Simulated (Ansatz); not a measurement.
Ba₂O₂⁻. Total charge -1; doublet. Geometry PBE0-D4/def2-TZVP, that of the neutral singlet; atoms count from 1.

```xyz
4

Ba   -1.552   -0.503   -0.577
Ba    1.552    0.503    0.577
O     0.429   -1.353    0.025
O    -0.429    1.353   -0.026
```

In the def2 sets Ba takes a core potential; there is no spin–orbit coupling. The highest occupied level of the charge -1 doublet lies above zero (up to 0.71 eV). Energy differences put its binding near zero (0.05 eV; vertical, to the charge 0 singlet, at PBE0-D4/def2-TZVPD), which leaves it undecided. The structure comes from a short search, and lower isomers may exist.

(1) Estimate the Mulliken populations from the PBE0/def2-TZVPD orbitals of Ansatz.

(2) Where does the spin sit?

(3) And the Mayer bond orders between bonded heavy atoms (over 0.3)?

## Answers

(1) 
| atom | charge (e) | spin (α − β) |
| --- | --- | --- |
| Ba1 | 0.78 | 0.55 |
| Ba2 | 0.78 | 0.55 |
| O3 | -1.28 | -0.05 |
| O4 | -1.28 | -0.05 |
Mulliken values and Mayer orders depend strongly on the basis. With diffuse functions, as here, like atoms can get unlike values, and bond orders can come out too low or too high.

(2) Summed by element: Ba 1.10, O -0.10, of 1 unpaired in all. Largest on single atoms: Ba2 0.55, Ba1 0.55, O3 -0.05.

(3) Ba1–Ba2 0.60 (3.46 Å); Ba1–O3 0.62 (2.24 Å); Ba1–O4 0.62 (2.24 Å); Ba2–O3 0.62 (2.24 Å); Ba2–O4 0.62 (2.24 Å).
